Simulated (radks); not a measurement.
Values are calculated unless marked as measured or tabulated.
Task: Ta II, configuration [Xe] 4f14 5d3 6s1. Code: a radial shooting solver on a logarithmic mesh with Libxc functionals. Model: scalar-relativistic Kohn-Sham, PBE, spin-polarised, spherical densities, finite nucleus; open shells are filled with parallel spins first (spin-orbit coupling, left out, can overturn this in heavy ions); Fermi nuclear charge, rms radius 5.3507 fm. Some entries of the table are withheld. Estimate them.

orbital  occ.  eigenvalue (hartree)  <r^2> (bohr^2)
1s up       1             -2475.200       0.0004788
1s down     1             -2475.200       0.0004788
2s up       1             -425.5024        0.007376
2s down     1             -425.4981        0.007376
2p up       3             -372.9992        0.006083
2p down     3             -372.9958        0.006083
3s up       1             -97.67228         0.04796
3s down     1             -97.67136         0.04796
3p up       3             -82.04906         0.04865
3p down     3             -82.04796         0.04865
3d up       5             -63.79672         0.04038
3d down     5             -63.79419         0.04038
4s up       1             -20.11671          0.2376
4s down     1             -20.11340          0.2377
4p up       3             -14.99013          0.2706
4p down     3             -14.98702          0.2706
4d up       5              -8.42178          0.3174
4d down     5              -8.41789          0.3171
5s up       1                   (1)           1.371
5s down     1                   (2)           1.352
5p up       3              -1.73199           1.920
5p down     3              -1.67083           1.880
4f up       7              -1.16728          0.5267
4f down     7              -1.15664          0.5149
6s up       1                   (3)           10.23
5d up       3              -0.41676             (4)
5d down     0              -0.32531             (5)

Result: 
(1) 5s up eigenvalue (hartree): -2.95669
(2) 5s down eigenvalue (hartree): -2.91329
(3) 6s up eigenvalue (hartree): -0.45480
(4) 5d up <r^2> (bohr^2): 5.208
(5) 5d down <r^2> (bohr^2): 5.124
